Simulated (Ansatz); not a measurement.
Compare A (`C=C1N[SiH]1I`) with its isomer B (`I[SiH]1C=CN1`).

Program: Ansatz. Geometries: PBE0-D4/def2-TZVP. ΔE: electronic, gas phase. CCSD(T)/CBS is the MP2 limit (def2-TZVPP, def2-QZVPP) plus CCSD(T) − MP2 in def2-TZVPP, frozen cores. DFT in def2-TZVPP. B3LYP here is the variant with VWN-RPA as its local correlation; programs differ in this. def2 core potentials past Kr. For I outer-core shells are correlated without core-valence functions, which leaves a few kJ/mol of doubt a bond.

A:

Z-matrix (Å, degrees):
```
Si
I 1 2.419
C 1 1.805 2 121.0
N 1 1.698 2 121.3 3 -55.8
H 1 1.475 2 108.7 3 161.4
C 3 1.324 1 160.2 2 62.9
H 4 1.008 1 151.3 2 -30.2
H 6 1.086 3 121.7 1 -165.4
H 6 1.081 3 120.2 1 14.7
```

B:

```xyz
9

I     0.225   -2.702   -1.342
Si    0.015   -0.975    0.365
C    -1.156    0.399    0.067
C    -0.054    1.158   -0.122
N     1.104    0.393    0.138
H     0.130   -1.673    1.666
H    -2.189    0.698    0.077
H     0.024    2.214   -0.379
H     1.901    0.489   -0.470
```

Task: Which isomer does CCSD(T)/CBS put lower? Give the gap. (An estimate is asked.)

Result: The calculation gave: B, by 22.3 kcal/mol.

Task: Give E(B) − E(A) in kcal/mol with HF/def2-TZVPP, B2PLYP, r2SCAN-D4, B3LYP, PBE0-D4, PBE-D4, CCSD/def2-TZVPP. (An estimate is asked.)

Result: Computed: HF/def2-TZVPP -24.1, B2PLYP -20.4, r2SCAN-D4 -19.5, B3LYP -18.7, PBE0-D4 -20.8, PBE-D4 -18.4, CCSD/def2-TZVPP -22.5. None reverses the order clearly.

Largest T1 diagnostic: 0.012.

In def2-TZVPP, CCSD(T) changes the Hartree–Fock value by +2.0 kcal/mol (the triples alone add +0.4 kcal/mol) and MP2 by +1.6 kcal/mol. From PBE to PBE0 (25 % exact exchange), in def2-TZVPP and without D4, E(B) − E(A) moves by −2.5 kcal/mol.
